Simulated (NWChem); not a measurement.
System: CH$_{4}$Zn; SMILES [ZnH][CH3]

Input file for NWChem:

```
start job
memory heap 200 mb stack 900 mb global 1100 mb
geometry units angstroms noautosym nocenter noautoz
  Zn    -0.002291    -0.394697    -0.000012
  H     -0.004711    -1.945821    -0.000051
  C     -0.000103     1.550294     0.000003
  H      0.963620     1.954183     0.374448
  H     -0.805939     1.955169     0.647198
  H     -0.157381     1.954800    -1.021650
end
basis spherical
  * library def2-svpd
end
dft
  xc hfexch
  iterations 150
  vectors input atomic output neutral.movecs
end
task dft energy
charge 1
dft
  odft
  mult 2
  vectors input atomic output cation.movecs
end
task dft energy
charge -1
dft
  odft
  mult 2
  vectors input atomic output anion.movecs
end
task dft energy
```

Structure relaxed at the PBE-D3(BJ)/def2-SVP level.

Ions are spin-unrestricted doublets at the neutral geometry; other ion states weren't tried.

Q: Predict the main results of this run. (Hartree-Fock/def2-SVPD, vertical spin-unrestricted ions.) Quantities: vertical ionisation energy, ΔSCF (eV); −ε(HOMO) (eV).

A: 
```json
{
  "vertical ionisation energy, ΔSCF (eV)": "8.91",
  "−ε(HOMO) (eV)": "10.27"
}
```
